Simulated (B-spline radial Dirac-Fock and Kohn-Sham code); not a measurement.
**How the binding energies of Tm²⁺ add up**

System: the Tm²⁺ ion, configuration [Xe] 4f13; nuclear rms radius 5.2256 fm (A = 169).

Level of theory: Dirac-Fock energy differences between relaxed states, corrected for Breit and QED terms; a B-spline atomic structure program. No correlation. Energies are counted from the vacuum level.

All terms are in eV, carry their sign (relaxation lowers the binding energy) and add up to the binding energy; ⟨r⟩ is the mean radius of the orbital in the initial state.

```tsv
subshell	−ε (Koopmans)	relaxation	Gaunt	retardation	self-energy	vacuum polarisation	binding energy	⟨r⟩ (bohr)
1s	59763.2	-84.50	-199.63	17.79	-114.97	20.24	59402.1	0.020
2s	10220.9	-50.59	-21.14	1.45	-16.00	2.63	10137.3	0.084
2p1/2	9719.7	-54.77	-36.63	3.99	0.19	0.07	9632.5	0.070
2p3/2	8737.1	-52.24	-25.54	5.24	-1.04	-0.10	8663.4	0.078
3s	2363.0	-29.08	-3.68	0.22	-3.62	0.58	2327.4	0.220
3p1/2	2143.0	-29.93	-6.61	0.65	-0.03	0.02	2107.1	0.210
3p3/2	1931.8	-28.64	-4.37	0.95	-0.26	-0.03	1899.5	0.224
3d3/2	1561.7	-31.00	-2.73	0.23	0.26	-0.03	1528.4	0.197
3d5/2	1516.0	-30.51	-1.80	0.25	0.13	-0.03	1484.1	0.201
4s	503.9	-12.25	-0.76	0.05	-0.85	0.14	490.2	0.499
4p1/2	414.1	-11.92	-1.34	0.14	0.00	0.00	401.0	0.508
4p3/2	366.1	-10.90	-0.82	0.20	-0.05	-0.01	354.5	0.538
4d3/2	217.9	-10.16	-0.36	0.03	0.06	-0.01	207.5	0.567
4d5/2	208.9	-9.78	-0.17	0.04	0.03	-0.01	199.0	0.579
4f	27.78	-6.90	0.12	-0.02	0.02	0.00	21.00	0.777
5s	78.72	-1.60	-0.10	0.01	-0.13	0.02	76.92	1.257
5p1/2	51.79	-1.30	-0.14	0.01	0.00	0.00	50.37	1.407
5p3/2	45.72	-1.04	-0.07	0.02	0.00	0.00	44.62	1.513
```

For the deepest level, K (1s), the Breit terms make up -0.306 % of the binding energy, QED -0.159 % and orbital relaxation -0.142 %.

Spin-orbit splittings: 2p 969.1 eV, 3p 207.6 eV, 3d 44.35 eV, 4p 46.50 eV, 4d 8.43 eV, 5p 5.75 eV.

Going to the tabulated ground configuration of the next ion removes an electron from N6,7 (4f), computed at 21.00 eV. NIST lists 23.66 ± 0.03 eV as the ionisation energy of this species (semi-empirical), +2.66 eV from the computed value. Where a p, d or f shell is open in either ion the computed value averages over both j values and all terms, while the table refers to the lowest levels; that difference holds spin-orbit splitting (largest in heavy or highly charged ions), term energies where several electrons share open shells, and correlation, and it can reach 10 % or more.
